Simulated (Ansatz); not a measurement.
Consider the ligand exchange at the Si–S bond: `O[SiH](F)S` + `CBO` → `CBO[SiH](O)F` + H₂S.

Computed with Ansatz on PBE0-D4/def2-TZVP structures; ΔE is electronic, products minus reactants. CBS: MP2 limit from def2 TZ/QZ plus the TZ coupled-cluster correction, frozen cores. This one scheme is used for every species. DFT in def2-TZVPP. B3LYP here is the variant with VWN-RPA as its local correlation; programs differ in this. Each species was taken in one conformer, which may not be the lowest.

| level | ΔE (eV) |
| --- | --- |
| B3LYP-D4 | -0.51 |
| r2SCAN | -0.44 |
| B3LYP | -0.50 |
| HF/def2-TZVPP | -0.71 |
| CCSD/def2-TZVPP | -0.57 |
| CCSD(T)/def2-TZVPP | -0.53 |
| MP2/def2-QZVPP | -0.49 |
| CCSD/CBS(def2) | -0.54 |

Task: What does CCSD(T)/CBS give? (An estimate is asked.)

Result: Ansatz gave: -0.51 eV. The listed levels differ from it by 0.00, 0.07, 0.01, -0.20, -0.06, -0.02, 0.02, -0.03 eV.

Largest T1 diagnostic among the species: 0.012.

From PBE to PBE0 (25 % exact exchange), in def2-TZVPP and without D4, ΔE moves by −0.07 eV. In def2-TZVPP, CCSD(T) changes the Hartree–Fock value by +0.17 eV (the triples alone add +0.04 eV) and MP2 by +0.21 eV.
